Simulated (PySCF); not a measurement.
Simulated Si 1s region for `F[SiH]([SiH3])[SiH3]`, binding energy against the vacuum level.

Every computed line was given a Gaussian of 1.0 eV full width at half maximum and an area set by the number of equivalent atoms; the highest printed point is 100. Computed, not measured: delta-SCF UKS SCAN, pcX-2 on the ionised atom, pcseg-1 elsewhere, spin-free X2C (PySCF 2.14.0).

(binding energy (eV), intensity): (1845.0, 0), (1845.1, 1), (1845.2, 2), (1845.3, 3), (1845.4, 6), (1845.5, 9), (1845.6, 15), (1845.7, 23), (1845.8, 33), (1845.9, 46), (1846.0, 59), (1846.1, 72), (1846.2, 84), (1846.3, 93), (1846.4, 99), (1846.5, 100), (1846.6, 98), (1846.7, 93), (1846.8, 86), (1846.9, 80), (1847.0, 74), (1847.1, 68), (1847.2, 62), (1847.3, 56), (1847.4, 50), (1847.5, 43), (1847.6, 36), (1847.7, 28), (1847.8, 21), (1847.9, 15), (1848.0, 10), (1848.1, 7), (1848.2, 4), (1848.3, 2), (1848.4, 1), (1848.5, 1), (1848.6, 0), (1848.7, 0)

Task: How many maxima does the curve show, and how many computed lines lie under it?

Result: The curve has 1 maximum (at 1846.5 eV). Under it lie 2 lines from 2 inequivalent silicon sites. At this width some lines have no maximum of their own.

Task: Decompose the envelope and assign each component. Numbering: `[F:1][SiH:2]([SiH3:3])[SiH3:4]`.

Result: 
| position (eV) | relative area | line | atoms | environment |
| --- | --- | --- | --- | --- |
| 1846.41 | 2 | Si 1s | Si3/Si4 | SiH3 silicon |
| 1847.26 | 1 | Si 1s | Si2 | fluorine-bound silicon |

Lowest listed Si 1s: Si3/Si4, bonded to 3 H and Si. Highest, 0.85 eV above it: Si2, bonded to F, H and 2 Si.

Shake-up satellites, vibrational structure and lifetime widths aren't simulated. Atoms equivalent by their bonding share one computed value, that of the first of them. Geometry: PBE0-D3(BJ)/def2-SVP; no solvent, vibrations or thermal averaging.

Time: 46 s of wall time. Hardware: Arm Neoverse N1, one thread, on a shared host.
